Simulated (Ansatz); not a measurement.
Ligand exchange: AsH(CH3)2 + C2H8SiTe → As(CH3)2(SiH3) + C2H6Te

Species: AsH(CH3)2 (dimethylarsine), singlet; C2H8SiTe `CC[Te][SiH3]`, singlet; As(CH3)2(SiH3), singlet; C2H6Te `CC[TeH]`, singlet. The partners trade H for SiH3: As–H and Te–SiH3 bonds give way to As–SiH3 and Te–H.

Shapes, held fixed at every level: PBE0-D4/def2-TZVP. Flexible molecules stand in one conformer, not always the lowest. Programs: Ansatz 0.2.0. The zero-point and thermal change to 298 K, harmonic and unscaled (PBE0-D4/def2-TZVP), is -3.2 kJ/mol.

| level | kind | ΔH(298 K) (kJ/mol) | less CCSD(T)/def2-TZVPP | CPU time (sum over the molecules) |
| --- | --- | --- | --- | --- |
| SPW92/def2-TZVPP | LDA | +23.7 | -2.6 | 24 s |
| B3LYP-D4/def2-TZVPP | global hybrid | +26.4 | +0.1 | 86 s |
| BHLYP-D4/def2-TZVPP | global hybrid | +29.6 | +3.3 | 68 s |
| PBE0-D4/def2-TZVPP | global hybrid | +27.4 | +1.1 | 55 s |
| B2PLYP/def2-TZVPP | double hybrid | +29.7 | +3.4 | 98 s |
| CCSD/def2-SVP | coupled cluster or CI | +28.9 | +2.6 | – |
| CCSD/def2-TZVPP | coupled cluster or CI | +27.0 | +0.7 | – |
| CCSD(T)/def2-TZVPP | coupled cluster or CI | +26.3 | 0.0 | 53 min |

The highest level, CCSD(T)/def2-TZVPP, gives ΔH(298 K) = +26.3 kJ/mol; the levels span +23.7 to +29.7. The column of differences is taken from that level and isn't an error. No measured value is set beside it here. For atoms past krypton def2 sets carry core potentials with scalar relativity. Relativity is left out for As. Outer-core shells of As, Te are correlated, in sets that cover them unevenly. Times are processor times on shared x86 and Arm servers, and rough.
